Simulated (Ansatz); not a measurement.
`C[SiH](C)[AlH][NH2]`. The species carries charge 0 and has multiplicity 1. The structure was optimised at the PBE0-D4/def2-TZVP level. It is one conformer, not always the lowest.

```xyz
15

C    -0.696   -1.353   -1.048
Si   -0.176    0.431   -0.725
C    -1.699    1.470   -0.324
Al    1.539    0.565    1.031
N     2.174   -0.955    1.686
H     0.158   -1.966   -1.346
H    -1.134   -1.801   -0.152
H    -1.440   -1.403   -1.848
H     0.403    0.968   -1.998
H    -1.433    2.518   -0.169
H    -2.192    1.111    0.583
H    -2.423    1.423   -1.142
H     2.150    1.894    1.660
H     2.882   -1.027    2.400
H     1.885   -1.874    1.391
```

Problem. What is the dipole moment at PBE/def2-TZVPP? (An estimate is asked.)

Solution. Ansatz gave: 1.47 D, with components (-0.34, -1.37, 0.41) D in this frame, pointing from negative to positive charge.

Problem. And with r2SCAN, B3LYP, ωB97M-V? (Estimate.)

Solution. The calculation gave: r2SCAN 1.47 D, B3LYP 1.37 D, ωB97M-V 1.36 D.

Problem. Give the Mulliken charges with PBE, B3LYP, ωB97M-V in def2-TZVPP. (An estimate is asked.)

Solution. Computed: 
```json
{"atom": "C1", "PBE": "-0.38", "B3LYP": "-0.40", "ωB97M-V": "-0.46"}
{"atom": "Si2", "PBE": "0.12", "B3LYP": "0.22", "ωB97M-V": "0.16"}
{"atom": "C3", "PBE": "-0.38", "B3LYP": "-0.40", "ωB97M-V": "-0.46"}
{"atom": "Al4", "PBE": "0.34", "B3LYP": "0.39", "ωB97M-V": "0.38"}
{"atom": "N5", "PBE": "-0.39", "B3LYP": "-0.41", "ωB97M-V": "-0.38"}
{"atom": "H6", "PBE": "0.10", "B3LYP": "0.10", "ωB97M-V": "0.12"}
{"atom": "H7", "PBE": "0.10", "B3LYP": "0.10", "ωB97M-V": "0.12"}
{"atom": "H8", "PBE": "0.10", "B3LYP": "0.10", "ωB97M-V": "0.12"}
{"atom": "H9", "PBE": "-0.09", "B3LYP": "-0.10", "ωB97M-V": "-0.05"}
{"atom": "H10", "PBE": "0.11", "B3LYP": "0.10", "ωB97M-V": "0.12"}
{"atom": "H11", "PBE": "0.10", "B3LYP": "0.09", "ωB97M-V": "0.11"}
{"atom": "H12", "PBE": "0.10", "B3LYP": "0.10", "ωB97M-V": "0.12"}
{"atom": "H13", "PBE": "-0.12", "B3LYP": "-0.14", "ωB97M-V": "-0.11"}
{"atom": "H14", "PBE": "0.14", "B3LYP": "0.13", "ωB97M-V": "0.11"}
{"atom": "H15", "PBE": "0.14", "B3LYP": "0.13", "ωB97M-V": "0.11"}
```

B3LYP here is the variant with VWN-RPA as its local correlation; programs differ in this.
